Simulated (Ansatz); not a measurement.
The cluster Na₆Cu⁻, relaxed as a singlet with RKS B3LYP-D4/def2-SVPD in Ansatz, starting from the GFN1-xTB geometry. Force threshold 0.02 eV/Å.

The relaxation made no stability test and no search for a lower SCF solution. No other spin state of charge -1 was run. The structure comes from a short search, and lower isomers may exist.

Start:

Cartesian coordinates in Å:
```
Cu 0.372 -1.733 1.071
Na 2.365 -0.346 -0.327
Na 0.134 0.226 -2.605
Na 0.415 0.669 2.464
Na -2.269 0.727 0.589
Na 0.475 2.375 -0.226
Na -1.492 -1.918 -0.966
```

(1) Estimate the energy that the relaxation releases and the steps that it takes.

(2) Does the start keep its bonding?

(3) Predict the relaxed structure.

Answers

(1) 7.5 kcal/mol, in 50 steps; 2.6 min on 4 threads of AMD EPYC 7B13 on a shared host. The force fell under the threshold at step 49, but the optimiser went on. No frequencies were taken in this run, so the end may be a saddle point.

(2) Bonds formed: Cu1–Na3, Cu1–Na6, Na4–Na7 (atoms count from 1). Metal–metal contacts that move far: Cu1–Na5 3.64 to 2.72 Å, Na3–Na7 3.15 to 3.85 Å, Na5–Na7 3.16 to 3.86 Å, Na4–Na6 3.19 to 3.84 Å, Na3–Na6 3.22 to 3.87 Å, Na2–Na3 3.24 to 3.85 Å. The end is the same structure that another start reached, the lowest one found.

(3) 
```xyz
7

Cu   -0.0090    0.0049   -0.0077
Na    2.5442   -0.9037   -0.2784
Na   -0.2305    0.1938   -2.7110
Na    0.2237   -0.2048    2.6964
Na   -2.5520    0.9163    0.2776
Na    0.9354    2.5528    0.1240
Na   -0.9119   -2.5593   -0.1008
```
Bond lengths (bridged metal pairs left out): 12 × Na–Na 3.83 to 3.87 Å; 6 × Cu–Na 2.72 Å.
